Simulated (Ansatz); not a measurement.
Ga₅As₄H₁₆⁻, a cluster cut from zinc blende GaAs (hydrogen-capped). The state is a singlet with charge -1. Geometry PBE-D4/def2-SVP; atoms count from 1.

```csv
atom,x (Å),y (Å),z (Å)
Ga1,-0.5277,-1.9600,-2.3257
Ga2,2.3266,-1.9049,0.6952
Ga3,1.5288,1.6584,-1.4754
Ga4,-2.5917,1.6183,-0.4426
Ga5,0.2631,1.6754,2.5789
As6,1.4864,-0.8486,-1.3896
As7,-2.2674,-0.8571,-0.8561
As8,0.7441,-0.7963,2.3295
As9,-0.2601,2.1797,0.2038
H10,-0.5610,-3.5161,-1.9995
H11,-0.8514,-1.4320,-3.7900
H12,2.0244,-3.4657,0.7415
H13,3.7616,-1.3456,1.0882
H14,1.0280,2.1235,-2.9110
H15,2.9240,2.1605,-0.9020
H16,-2.9557,2.2162,-1.8698
H17,-3.6027,1.7581,0.7768
H18,1.6553,2.3099,3.0112
H19,-1.0144,1.8088,3.5164
H20,2.5630,-1.2609,-2.3994
H21,-3.6306,-1.4430,-1.2374
H22,-2.1985,-1.5375,0.5119
H23,1.0648,-1.3455,3.7235
H24,-0.6040,-1.5073,2.2042
H25,-0.3049,3.7116,0.2177
```

Single mean-field runs in def2-TZVP are fitted with def2-universal-jkfit.

Q: Estimate the Mulliken populations from the PBE0/def2-TZVP orbitals of Ansatz.

A: 
```
atom  charge (e)
 Ga1        0.19
 Ga2        0.19
 Ga3        0.19
 Ga4        0.19
 Ga5        0.19
 As6       -0.34
 As7       -0.25
 As8       -0.25
 As9       -0.34
 H10       -0.11
 H11       -0.11
 H12       -0.11
 H13       -0.11
 H14       -0.11
 H15       -0.11
 H16       -0.11
 H17       -0.11
 H18       -0.11
 H19       -0.11
 H20        0.05
 H21        0.05
 H22        0.07
 H23        0.05
 H24        0.07
 H25        0.05
```
Mulliken values depend strongly on the basis.

Q: And the Mayer bond orders between heavy atoms (over 0.3)?

A: Ga1–As6 0.78 (2.48 Å); Ga1–As7 0.66 (2.53 Å); Ga2–As6 0.78 (2.48 Å); Ga2–As8 0.66 (2.53 Å); Ga3–As6 0.72 (2.51 Å); Ga3–As9 0.72 (2.51 Å); Ga4–As7 0.66 (2.53 Å); Ga4–As9 0.78 (2.48 Å); Ga5–As8 0.66 (2.53 Å); Ga5–As9 0.78 (2.48 Å).
